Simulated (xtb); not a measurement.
Harmonic IR lines of one isomer of C₂H₆BN, unscaled. Calculation: GFN2-xTB (xtb 6.7.1).

```csv
wavenumber (cm⁻¹),relative intensity
809,23
888,59
990,9.9
1022,9.7
1050,32
1084,12
1164,61
1193,40
1270,4.4
1339,27
1742,100
2648,36
2687,47
2947,3.9
2982,10
3008,27
3307,11
```

Task: Say which structure gives these lines.
A. `B/C=N/C`
B. `[H]/N=C\CB`
C. `B/C=C/N`
D. `N[C@@H]1BC1`

Result: B, `[H]/N=C\CB`
